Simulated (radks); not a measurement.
Values are calculated unless marked as measured or tabulated.
Coulomb parameter of the 5d shell of the iridium ion Ir2+ in the model configuration [Xe] 4f14 5d6 6s1, as a second difference U = [E(n + 0.25) + E(n - 0.25) - 2 E(n)] / (0.25)^2 with all orbitals relaxed. "Bare": the charge of the atom changes with n. "Screened": the 6s shell takes up the change at fixed total charge, which measures U(5d,5d) + U(6s,6s) - 2 U(5d,6s). Code: a radial shooting solver on a logarithmic mesh with Libxc functionals. Model: scalar-relativistic Kohn-Sham, SCAN, spin-unpolarised, spherical densities, finite nucleus; meta-GGA in the generalised Kohn-Sham scheme; Fermi nuclear charge, rms radius 5.4032 fm.

| case | configuration | E - E(n) (eV) |
|---|---|---|
| start | [Xe] 4f14 5d6 6s1 | 0.000 |
| bare +0.25 | [Xe] 4f14 5d6.25 6s1 | -6.376 |
| bare -0.25 | [Xe] 4f14 5d5.75 6s1 | 7.139 |
| screened +0.25 | [Xe] 4f14 5d6.25 6s0.75 | -0.968 |
| screened -0.25 | [Xe] 4f14 5d5.75 6s1.25 | 1.006 |

U(bare) = 12.201 eV, U(screened by 6s) = 0.610 eV, against the Slater integral F0(5d,5d) = 15.561 eV with frozen orbitals.
